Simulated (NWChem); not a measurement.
System: CCl₃F; SMILES C(Cl)(F)(Cl)Cl

Here is an NWChem input.

```
start job
memory heap 200 mb stack 900 mb global 1100 mb
geometry units angstroms noautosym nocenter noautoz
  F      0.000000     0.000000     1.589100
  C      0.000000     0.000000     0.251699
  Cl     1.334572    -1.049877    -0.309501
  Cl    -1.576506    -0.630834    -0.309501
  Cl     0.241935     1.680712    -0.309501
end
basis spherical
  * library 6-31g*
end
dft
  xc xpbe96 cpbe96
  iterations 150
end
cosmo
  do_cosmo_smd true
  solvent ether
end
task dft energy
```

Output (shortened):

```
             Northwest Computational Chemistry Package (NWChem) 7.3.0
             --------------------------------------------------------

                             Geometry "geometry" -> ""
                             -------------------------

 Output coordinates in angstroms (scale by  1.889725989 to convert to a.u.)

  No.       Tag          Charge          X              Y              Z
 ---- ---------------- ---------- -------------- -------------- --------------
    1 F                    9.0000     0.00000000     0.00000000     1.58910000
    2 C                    6.0000     0.00000000     0.00000000     0.25169900
    3 Cl                  17.0000     1.33457200    -1.04987700    -0.30950100
    4 Cl                  17.0000    -1.57650600    -0.63083400    -0.30950100
    5 Cl                  17.0000     0.24193500     1.68071200    -0.30950100

 Effective nuclear repulsion energy (a.u.)     363.2656296344

  pbe96 is a nonlocal functional; adding pw91lda local functional.

                                 NWChem DFT Module
                                 -----------------

 Summary of "ao basis" -> "ao basis" (spherical)
 ------------------------------------------------------------------------------
       Tag                 Description            Shells   Functions and Types
 ---------------- ------------------------------  ------  ---------------------
 F                           6-31g*                  6       14   3s2p1d
 C                           6-31g*                  6       14   3s2p1d
 Cl                          6-31g*                  8       18   4s3p1d

 in cosmo_initialize ...
 calling solv_data for solv:ether

 solvent parameters
 solvname_short: ether
 solvname_long:  diethyl ether
 dielec:        4.2400
 dielecinf:     1.8295
 nonaqueous SMD model solvent descriptors
 dielec:        4.2400
 sola:          0.0000
 solb:          0.4100
 solc:          0.0000
 solg:         23.9600
 solh:          0.0000
 soln:          1.3526

          ---------------
          -cosmo- solvent
          ---------------
 Cosmo: York-Karplus, doi: 10.1021/jp992097l
 dielectric constant -eps-     =   4.24
 screen = (eps-1)/(eps    )    =   0.76415
 surface charge correction     = lagrangian

   van der Waals surface
 --------------------------

 ---------- ATOMIC COORDINATES (A.U.) ------------ VDWR(ANG.) --
     1    0.00000000    0.00000000    3.00296357     1.730
     2    0.00000000    0.00000000    0.47564214     1.850
     3    2.52197539   -1.98397985   -0.58487208     2.380
     4   -2.97916436   -1.19210340   -0.58487208     2.380
     5    0.45719086    3.17608515   -0.58487208     2.380
 number of segments per atom =        128
 number of   points per atom =        128
 atom (   nspa,  nppa )
 ----------------------
    1 (     60,     0 )       0
    2 (      0,     0 )       0
    3 (     85,     0 )       0
    4 (     85,     0 )       0
    5 (     86,     0 )       0
 number of -cosmo- surface points =      316
 molecular surface =    150.898 angstrom**2
 molecular volume  =    148.300 angstrom**3
 -lineq- algorithm             =   0
 -bem- low  level              =   3
 -bem- from -octahedral-
 gaussian surface charge width =   4.50000
 degree of switching           =   1.00000
 switching function tolerance  =   0.00010
 atomic radii =
 --------------
    1  9.000  1.730
    2  6.000  1.850
    3 17.000  2.380
    4 17.000  2.380
    5 17.000  2.380
 ...... end of -cosmo- initialization ......

 nat:                     5
 ixmem:                  1509
 calling mnsol_interface()
 G(SMD-CDS) energy (kcal/mol)  =    -2.505
 SMD-CDS SASA (angstrom**2)    =   136.090

[...]

                                COSMO-SMD solvation results
                                ---------------------------

             internal energy in gas <Psi(g)|H|Psi(g)> =     -1517.759600701685
         internal energy in solvent <Psi(s)|H|Psi(s)> =     -1517.759596727064
                               delta internal energy  =         0.000003974620 (    0.00 kcal/mol)
   total free energy in solvent <Psi(s)|H+V/2|Psi(s)> =     -1517.760012809444
 polarization energy contribution <Psi(s)|V/2|Psi(s)> =        -0.000416082379 (   -0.26 kcal/mol)
    total free energy in solvent including G(SMD-CDS) =     -1517.764005078530
                       G(SMD-CDS) energy contribution =        -0.003992269086 (   -2.51 kcal/mol)
     1 M fixed-concentration free energy of solvation =        -0.004404376845 (   -2.76 kcal/mol)

                       DFT Final Molecular Orbital Analysis
                       ------------------------------------

 Vector   31  Occ=2.000000D+00  E=-2.934373D-01
              MO Center= -1.5D-01,  5.8D-01, -2.1D-01, r^2= 3.7D+00
   Bfn.  Coefficient  Atom+Function         Bfn.  Coefficient  Atom+Function
  ----- ------------  ---------------      ----- ------------  ---------------
    73      0.511236  5 Cl pz                55     -0.343031  4 Cl pz
    77      0.261862  5 Cl pz                72      0.236846  5 Cl py
    54      0.212346  4 Cl py                36      0.210744  3 Cl py
    69     -0.198634  5 Cl pz                59     -0.175707  4 Cl pz
    37     -0.168371  3 Cl pz                 4     -0.155407  1 F  py

 Vector   32  Occ=2.000000D+00  E=-2.934263D-01
              MO Center=  1.5D-01, -5.8D-01, -2.1D-01, r^2= 3.7D+00
   Bfn.  Coefficient  Atom+Function         Bfn.  Coefficient  Atom+Function
  ----- ------------  ---------------      ----- ------------  ---------------
    37      0.493401  3 Cl pz                55     -0.392279  4 Cl pz
    41      0.252721  3 Cl pz                35      0.229030  3 Cl px
    53      0.227533  4 Cl px                71      0.203227  5 Cl px
    59     -0.200930  4 Cl pz                33     -0.191706  3 Cl pz
     3     -0.155393  1 F  px                51      0.152415  4 Cl pz

 Vector   33  Occ=2.000000D+00  E=-2.810739D-01
              MO Center=  4.4D-04, -1.0D-03, -3.1D-01, r^2= 4.1D+00
   Bfn.  Coefficient  Atom+Function         Bfn.  Coefficient  Atom+Function
  ----- ------------  ---------------      ----- ------------  ---------------
    71      0.452325  5 Cl px                54      0.424431  4 Cl py
    36     -0.359487  3 Cl py                35     -0.282957  3 Cl px
    75      0.236027  5 Cl px                58      0.221471  4 Cl py
    40     -0.187583  3 Cl py                67     -0.174799  5 Cl px
    53     -0.170056  4 Cl px                50     -0.164021  4 Cl py

 Vector   34  Occ=0.000000D+00  E=-9.277404D-02
              MO Center= -5.3D-05,  8.8D-05, -2.7D-01, r^2= 3.7D+00
   Bfn.  Coefficient  Atom+Function         Bfn.  Coefficient  Atom+Function
  ----- ------------  ---------------      ----- ------------  ---------------
    20      1.288137  2 C  s                 76      0.443244  5 Cl py
    57     -0.415742  4 Cl px                23     -0.372088  2 C  pz
    39      0.351941  3 Cl px                72      0.345852  5 Cl py
    53     -0.324383  4 Cl px                16      0.317981  2 C  s
    38     -0.307042  3 Cl s                 56     -0.307051  4 Cl s

 Vector   35  Occ=0.000000D+00  E=-3.493220D-02
              MO Center=  1.9D-01, -3.1D-01, -3.3D-02, r^2= 3.2D+00
   Bfn.  Coefficient  Atom+Function         Bfn.  Coefficient  Atom+Function
  ----- ------------  ---------------      ----- ------------  ---------------
    21      0.810476  2 C  px                38     -0.562336  3 Cl s
    17      0.552230  2 C  px                39      0.475654  3 Cl px
    22     -0.427912  2 C  py                40     -0.411222  3 Cl py
    56      0.370144  4 Cl s                 57      0.338003  4 Cl px
    18     -0.291552  2 C  py                41     -0.273776  3 Cl pz

 Vector   36  Occ=0.000000D+00  E=-3.492160D-02
              MO Center= -1.9D-01,  3.1D-01, -3.3D-02, r^2= 3.2D+00
   Bfn.  Coefficient  Atom+Function         Bfn.  Coefficient  Atom+Function
  ----- ------------  ---------------      ----- ------------  ---------------
    22      0.810379  2 C  py                76      0.602855  5 Cl py
    18      0.552270  2 C  py                74     -0.538326  5 Cl s
    57      0.490609  4 Cl px                56      0.435570  4 Cl s
    21      0.427861  2 C  px                72      0.330578  5 Cl py
    17      0.291579  2 C  px                53      0.272838  4 Cl px

     Multipole analysis of the density
     ---------------------------------

     L   x y z        total         alpha         beta         nuclear
     -   - - -        -----         -----         ----         -------
     0   0 0 0     -0.000000    -33.000000    -33.000000     66.000000

     1   1 0 0      0.000159      0.000064      0.000064      0.000032
     1   0 1 0     -0.000032     -0.000032     -0.000032      0.000032
     1   0 0 1     -0.013608     -0.032828     -0.032828      0.052049

     2   2 0 0    -34.920602   -148.741132   -148.741132    262.561662
     2   1 1 0      0.000445      0.000217      0.000217      0.000012
     2   1 0 1      0.000542      0.000280      0.000280     -0.000019
     2   0 2 0    -34.920580   -148.741119   -148.741119    262.561658
     2   0 1 1     -0.000571     -0.000276     -0.000276     -0.000019
     2   0 0 2    -35.567304    -67.765336    -67.765336     99.963367
```

Level: PBE/6-31G* (spherical d), SMD on the gas-phase geometry. The geometry was optimised at B3LYP/6-31G* (spherical d). Solvent: diethyl ether.
